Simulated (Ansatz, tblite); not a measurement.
Two members of one family ((SnTe)n off), computed with Ansatz in the gas phase; def2 core potentials for Sn, Te, no spin–orbit coupling. The two geometries come from different levels. Binding counts from free atoms in the multiplicity of their measured ground term, without zero-point energy. Singlets are spin-restricted. The structures are stationary points that may keep the symmetry of their start.

First: Sn2Te (singlet, charge 0, r2SCAN-D4/def2-SVP geometry).

```xyz
3

Sn    0.830    1.411    0.317
Sn   -0.600   -0.414   -1.500
Te   -0.230   -0.997    1.183
```

```csv
level,HOMO (eV),LUMO (eV),gap (eV),binding per atom (eV)
PBE-D4/def2-SVP,-4.46,-3.65,0.81,2.33
PBE-D4/def2-TZVP,-4.49,-3.67,0.82,2.34
r2SCAN-D4/def2-TZVP,-4.70,-3.65,1.04,2.19
PBE0-D4/def2-TZVP,-5.29,-3.05,2.24,2.20
r2SCAN0-D4/def2-TZVP,-5.43,-3.06,2.37,2.08
```

The relaxed triplet lies at 0.49 eV (r2SCAN-D4/def2-TZVP) to 0.72 eV (B2PLYP/def2-TZVP) from the singlet. The relaxed quintet lies at 2.37 eV (r2SCAN0-D4/def2-TZVP) to 2.82 eV (B2PLYP/def2-TZVP) from the singlet.

Second: Sn2Te3 (singlet, charge 0, PBE0-D4/def2-SVP geometry).

Cartesian coordinates in Å:
```
Sn 0.8404 -1.2263 -1.0733
Sn -1.2998 0.6894 1.0948
Te 0.3921 1.7413 -1.1516
Te 1.7022 0.7094 1.0539
Te -1.6349 -1.9138 0.0763
```

Q: Estimate the same table for the second.

A: 
```tsv
level	HOMO (eV)	LUMO (eV)	gap (eV)	binding per atom (eV)
PBE-D4/def2-SVP	-4.87	-3.29	1.58	2.69
PBE-D4/def2-TZVP	-4.92	-3.28	1.64	2.72
r2SCAN-D4/def2-TZVP	-5.16	-3.24	1.91	2.53
PBE0-D4/def2-TZVP	-5.81	-2.58	3.23	2.57
r2SCAN0-D4/def2-TZVP	-5.97	-2.58	3.39	2.42
```
